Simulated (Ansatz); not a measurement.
Geometry optimisation, DFT PBEsol, scalar-relativistic, plane waves, PAW in Ansatz.

Input:

```yaml
crystal:
  lattice:
    - [12.15, 0.0, 0.0]
    - [0.0, 5.727565, 0.0]
    - [0.0, 0.0, 13.863782]
  atoms:
    - { symbol: Al, position: [0.0, 0.0, 0.07213039] }
    - { symbol: Al, position: [0.33333333, 0.0, 0.07213039] }
    - { symbol: Al, position: [0.66666667, 0.0, 0.07213039] }
    - { symbol: Al, position: [0.0, 0.49999999, 0.07213039] }
    - { symbol: Al, position: [0.33333333, 0.49999999, 0.07213039] }
    - { symbol: Al, position: [0.66666667, 0.49999999, 0.07213039] }
    - { symbol: Al, position: [0.16666667, 0.25, 0.17541326] }
    - { symbol: Al, position: [0.5, 0.25, 0.17541326] }
    - { symbol: Al, position: [0.83333333, 0.25, 0.17541326] }
    - { symbol: Al, position: [0.16666667, 0.74999999, 0.17541326] }
    - { symbol: Al, position: [0.5, 0.74999999, 0.17541326] }
    - { symbol: Al, position: [0.83333333, 0.74999999, 0.17541326] }
    - { symbol: Al, position: [0.0, 0.0, 0.27869614] }
    - { symbol: Al, position: [0.33333333, 0.0, 0.27869614] }
    - { symbol: Al, position: [0.66666667, 0.0, 0.27869614] }
    - { symbol: Al, position: [0.0, 0.49999999, 0.27869614] }
    - { symbol: Al, position: [0.33333333, 0.49999999, 0.27869614] }
    - { symbol: Al, position: [0.66666667, 0.49999999, 0.27869614] }
    - { symbol: "N", position: [0.11111111, 0.66666666, 0.35587565] }
basis:
  ecutwfc: 420.0
kpoints:
  mp_grid: { grid: [2, 4, 1] }
hamiltonian:
  xc: pbesol
scf:
  occupations: { method: gaussian, width: 0.1 }
  lower_state_search: "off"
relax:
  f_tol: 0.03
  max_steps: 60
  adjacent_minimum: "off"
  constraints: [{ sites: [0, 1, 2, 3, 4, 5] }]
```

Launched with:

```bash
$ ansatz run input.yaml --threads 2 --pin off --max-ram 5120MiB --backend cpu --events-out ev --progress --plain --runs-dir out
```

Problem. Where does it end, and by what steps?

Solution. It converged. Limits of this set-up: coarse k mesh, thin slab, slab without dipole correction, odd electron count without spin, a typed lattice constant that wasn't relaxed here. After 9 steps the energy has fallen by 2.687 eV; N19 moved furthest, 1.07 Å. Joined: Al10–N19 (2.63 → 1.87 Å), Al13–N19 (2.57 → 1.82 Å).

```
step  energy less start (eV)  largest force component (eV/Å)  accepted
   0                  0.0000                           3.178       yes
   1                 -0.7975                           2.920       yes
   2                 -1.5704                           2.456       yes
   3                 -2.1786                           1.521       yes
   4                 -2.4743                           0.619       yes
   5                 -2.6045                           0.419       yes
   6                 -2.6739                           0.213       yes
   7                 -2.6857                           0.056       yes
   8                 -2.6870                           0.030       yes
   9                 -2.6872                           0.004       yes
```

```xyz
19
Lattice="12.1500 0.0000 0.0000 0.0000 5.7276 0.0000 0.0000 0.0000 13.8638" Properties=species:S:1:pos:R:3
Al 0.000 0.000 1.000
Al 4.050 0.000 1.000
Al 8.100 0.000 1.000
Al 0.000 2.864 1.000
Al 4.050 2.864 1.000
Al 8.100 2.864 1.000
Al 2.016 1.431 2.317
Al 6.085 1.431 2.406
Al 10.152 1.432 2.308
Al 1.965 4.294 2.745
Al 6.146 4.295 2.485
Al 10.128 4.296 2.283
Al -0.077 0.148 3.877
Al 4.106 0.006 3.845
Al 8.199 -0.008 3.831
Al -0.076 2.712 3.878
Al 4.106 2.854 3.846
Al 8.198 2.870 3.831
N 0.763 4.294 4.181
```

Whether the end is a true minimum wasn't checked by a vibrational analysis.

Run time: 43 s on 2 threads of AMD EPYC 9R14 (Zen 4) (shared host), peak memory 1.1 GiB.
